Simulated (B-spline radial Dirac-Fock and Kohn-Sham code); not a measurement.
Two-hole binding energies of Ta⁶⁺

System: tantalum as Ta⁶⁺ in the configuration 1s2 2s2 2p6 3s2 3p6 3d10 4s2 4p6 4d10 4f13 5s2 5p6.

Input file task.json (cfg lists n, l and occupation; rrms is the nuclear radius in fm):

```json
{"items": [{
  "Z": 73,
  "q": 6,
  "cfg": [[1, 0, 2], [2, 0, 2], [2, 1, 6], [3, 0, 2], [3, 1, 6], [3, 2, 10], [4, 0, 2], [4, 1, 6], [4, 2, 10], [4, 3, 13], [5, 0, 2], [5, 1, 6]],
  "A": 181,
  "rrms": 5.3507,
  "do": ["binding", "quiet", "double"]
}]}
```

Command: `python xray_run.py task.json out`

Calculated with a radial finite-basis atomic code, using Dirac-Fock (average of configuration) total-energy differences with a finite nucleus, the Breit interaction including its frequency dependence, and self-energy and vacuum-polarisation corrections. U is the two-hole binding energy less the two single-hole energies, the effective repulsion of the holes after relaxation. Each two-hole energy is an average over J within one jj subconfiguration.

```csv
holes,E(a) (eV),E(b) (eV),E(ab) (eV),U (eV)
1s⁻¹ 2p3/2⁻¹,67507.9,9979.5,77822.7,335.3
1s⁻¹ 3p1/2⁻¹,67507.9,2571.4,70202.4,123.1
2s⁻²,11786.8,11786.8,23794.1,220.6
2s⁻¹ 2p1/2⁻¹,11786.8,11235.2,23232.4,210.4
2p1/2⁻²,11235.2,11235.2,22754.2,283.8
2p1/2⁻¹ 3s⁻¹,11235.2,2814.3,14140.6,91.1
2p1/2⁻¹ 3p3/2⁻¹,11235.2,2297.6,13625.3,92.5
2p3/2⁻¹ 3s⁻¹,9979.5,2814.3,12883.0,89.2
2p3/2⁻¹ 3d5/2⁻¹,9979.5,1834.3,11909.0,95.2
3d3/2⁻¹ 3d5/2⁻¹,1892.7,1834.3,3802.5,75.5
4d3/2⁻²,339.3,339.3,709.9,31.3
4d3/2⁻¹ 4d5/2⁻¹,339.3,327.7,?,?
5p1/2⁻²,129.5,129.5,278.6,19.7
5p3/2⁻²,119.1,119.1,256.2,17.9
```

Question: Give the missing two-hole energy and U.

Answer: E(ab) = 698.6 eV and U = 31.7 eV.

Run: 45 s of CPU time on 1 thread of Intel(R) Xeon(R) Platinum 8559C (shared host), peak memory 0.55 GiB.
